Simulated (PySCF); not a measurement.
C4H4BF3O3.
Bonds: F1–C2, C2–F3, C2–F4, C2–O5, O5–C6, C6–O7 (double), O7–B8, B8–O9, O9–C10, C10–C11 (double), C6–C11. Hydrogens: H12, H13 on B8; H14 on C10; H15 on C11.

Theory: PySCF 2.14.0, PBE0-D3(BJ)/def2-SVP geometry optimisation, gas phase.

What internal coordinates does the optimisation give?

| bond | length (bohr) |
| --- | --- |
| F1–C2, C2–F3, C2–F4 | 2.487 |
| C2–O5 | 2.611 |
| O5–C6 | 2.536 |
| C6=O7 | 2.366 |
| O7–B8 | 2.964 |
| B8–O9 | 2.874 |
| O9–C10 | 2.399 |
| C10=C11 | 2.619 |
| C6–C11 | 2.647 |
| B8–H12, B8–H13 | 2.294 |
| C10–H14 | 2.078 |
| C11–H15 | 2.053 |

Bonds in one row agree within 0.02 bohr and their mean is given. A selection of angles:
| angle | degrees |
| --- | --- |
| F1–C2–F3 | 109.2 |
| F1–C2–O5 | 111.5 |
| F3–C2–O5 | 105.9 |
| C2–O5–C6 | 121.2 |
| O5–C6–O7 | 118.4 |
| O5–C6–C11 | 116.6 |
| O7–C6–C11 | 125.0 |
| C6–O7–B8 | 123.1 |
| O7–B8–O9 | 107.0 |
| O7–B8–H12 | 107.1 |
| O9–B8–H12 | 109.2 |
| H12–B8–H13 | 116.7 |
| B8–O9–C10 | 124.1 |
| O9–C10–C11 | 124.8 |
| O9–C10–H14 | 115.1 |
| C11–C10–H14 | 120.1 |
| C10–C11–H15 | 122.9 |
| C6–C11–C10 | 115.8 |
| C6–C11–H15 | 121.3 |

Torsions: F1–C2–O5–C6 63° (synclinal); C2–O5–C6–O7 -3° (synperiplanar); O5–C6–O7–B8 179° (antiperiplanar); C6–O7–B8–O9 3° (synperiplanar); O7–B8–O9–C10 -2° (synperiplanar); B8–O9–C10–C11 1° (synperiplanar); O9–C10–C11–C6 1° (synperiplanar); O5–C6–C11–C10 179° (antiperiplanar).

The 2 B–O bonds span 1.521 Å (B8–O9, drawn single) to 1.569 Å (O7–B8, drawn single), a spread of 0.048 Å. Of the pairs four or more bonds apart, F1···O7 is among the closest relative to their van der Waals radii: 2.75 Å, 92 % of the sum of Bondi's values. B8 (four-coordinate boron) is distorted tetrahedral (angles from 107.0° to 116.7°). The 4 C–O bonds span 1.252 Å (C6=O7, drawn double) to 1.381 Å (C2–O5, drawn single), a spread of 0.129 Å. The 6-membered ring C6–O7–B8–O9–C10–C11 has internal angles of 107.0° to 125.0° (sum 720°, against 720° for a flat polygon); it is planar, 0.01 Å rms from its mean plane, widest ring torsion 3°. All 3 C–F bonds measure 1.314 to 1.318 Å.

Stationary, but not proved a minimum. One conformer, not necessarily the lowest.
